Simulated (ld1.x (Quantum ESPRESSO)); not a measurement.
## Transferability test, TM potential for O (Z = 8)

ld1.x (Quantum ESPRESSO) 7.5 input, shortened:

```
&input
   title='O', zed=8., rel=0, dft='PBE', iswitch=3,
   config='[He] 2s2 2p3.5 3d-2'
 /
 &inputp
   pseudotype=2, tm=.true., lloc=2,
   nlcc=.false.
 /
3
2S  1  0   2.00   0.00  0.85  0.85  0.0
2P  2  1   3.50   0.00  1.40  1.40  0.0
3D  3  2  -2.00  -0.10  1.30  1.30  0.0
 &test
   configts(1)='2s2 2p3.5'
 /
```

Energies are relative to the spin-unpolarised reference configuration 2s2 2p3.5; without spin polarisation the order of configurations can differ from experiment.

| valence configuration | charge | ΔE all-electron (eV) | error AE − PS (meV) |
| --- | --- | --- | --- |
| 2s2 2p4 | 0 | -6.290 | +1.7 |
| 2s2 2p3 | +1 | 10.149 | +5.2 |
| 2s2 2p2 | +2 | 43.743 | +105 |
| 2s1 2p4 | +1 | 25.319 | -11 |
| 2s0 2p6 | 0 | 23.539 | +76 |
| 2s1 2p5 | 0 | 8.606 | +30 |
| 2s2 2p0 | +4 | 174.517 | +1841 |

Levels in the configuration 2s2 2p2:

| level | all-electron (eV) | pseudo (eV) |
| --- | --- | --- |
| 2s | -58.285 | -58.257 |
| 2p | -43.247 | -43.033 |
